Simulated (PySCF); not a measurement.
# Structure from NMR data

An unknown has the formula C5H15NOSi. Its calculated NMR data are:

¹H NMR (500 MHz, computed): δ 4.98 (s, 2H), 4.31 (sept, 1H), 2.56 (s, 6H), 1.29 (d, 6H).

¹³C{¹H} NMR (computed): δ 68.2 (CH), 37.9 (CH3), 28.0 (CH3).

One conformer, fast rotation and ring inversion assumed for equivalent nuclei, no solvent, non-relativistic. NMR shieldings at PBE0/pcSseg-1/GIAO; geometry: GFN2-xTB; PySCF.

δ = σ(ref) − σ, references computed at the same level: TMS for ¹H, ¹³C.

Propose a structure and justify it.

Results:


Rings plus π bonds: 0. 3 carbon signals for 5 carbons: some carbons are equivalent by symmetry or fast rotation. Carbon types of the structure: 1 × CH, 4 × CH3, leaving 2 H on heteroatoms. δC 68.2: sp3 CH bonded to O; deshielded by the electronegative neighbour. δC 37.9: methyl carbon bonded to N; deshielded by the electronegative neighbour. δC 28.0: methyl carbon; saturated and bonded to C and H only. δH 4.98: hydrogen on a silicon bonded to N, O. δH 4.31: hydrogen on an sp3 CH bonded to O; its carbon carries O, hence the downfield position. δH 2.56: hydrogen on a methyl carbon bonded to N; its carbon carries N, hence the downfield position. δH 1.29: hydrogen on a methyl carbon.

These data were computed for `CC(C)O[SiH2]N(C)C`.

The shifts were computed for this structure.

Shifts are as computed. Against solution values, carbons near 30 ppm lie about +3 ppm off and those near 130 ppm about +5 ppm. Of 1211 compounds with measured shifts, 218 miss one by over three times the rms of a fit or turn the order of signals round; such compounds aren't used in these exercises. Multiplicities follow the n + 1 count of equivalent neighbours, as no J values were calculated; m marks all less simple cases, F and P coupling included.
